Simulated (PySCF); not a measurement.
These 3 structures share the formula [C7H14P]+ (charge +1). Theory: PBE0-D3(BJ)/def2-SVP geometry optimisation, gas phase in PySCF 2.14.0. Energies are electronic, without zero-point or thermal terms, for one conformer each. No frequencies were run at this level. Point groups hold within 0.08 Å.

Task: Rank from lowest to highest electronic energy at this level (kcal/mol).
A. `C1C[PH+]2CCC1CC2`
B. `[CH2:1]=[CH:2][P@@H+:3]([CH3:4])[CH:5]1[CH2:6][CH2:7][CH2:8]1` (charge +1) with C1–C2–P3–C4 123°, C2–P3–C5–C6 64°, P3–C5–C6–C7 139°, C5–C6–C7–C8 -18°, C6–C7–C8–C5 18°, P3–C5–C8–C7 -139°
C. `[CH:1]#[C:2][CH2:3][PH2+:4][CH2:5][CH2:6][CH2:7][CH3:8]` (charge +1) with C2–C3–P4–C5 -179°, C3–P4–C5–C6 -167°, P4–C5–C6–C7 -57°, C5–C6–C7–C8 -174°

Result: A (0.0), B (42.9), C (73.3).

```json
{"SMILES": "C1C[PH+]2CCC1CC2", "E (Eh)": "-615.56879", "E rel (kcal/mol)": "0.0", "dipole about centre of mass (D)": "2.26", "point group": "C3", "A, B, C (MHz)": "2122, 1878, 1876"}
{"SMILES": "C=C[P@@H+](C)C1CCC1", "E (Eh)": "-615.50047", "E rel (kcal/mol)": "42.9", "dipole about centre of mass (D)": "2.71", "point group": "C1", "A, B, C (MHz)": "2636, 1139, 859.8"}
{"SMILES": "C#CC[PH2+]CCCC", "E (Eh)": "-615.45204", "E rel (kcal/mol)": "73.3", "dipole about centre of mass (D)": "1.84", "point group": "C1", "A, B, C (MHz)": "4806, 591.1, 543.7"}
```

Task: How do the relative energies change in single points at PBE0/pcSseg-1 (no added dispersion term) on the same geometries?

Result: 
```
             SMILES  PBE0-D3(BJ)/def2-SVP (kcal/mol)  PBE0/pcSseg-1 (kcal/mol)  shift
   C1C[PH+]2CCC1CC2                              0.0                       0.0    0.0
C=C[P@@H+](C)C1CCC1                             42.9                      38.2   -4.7
     C#CC[PH2+]CCCC                             73.3                      66.3   -7.0
```

Each column counts from its own lowest isomer. The order is unchanged; the largest shift is 7.0 kcal/mol.
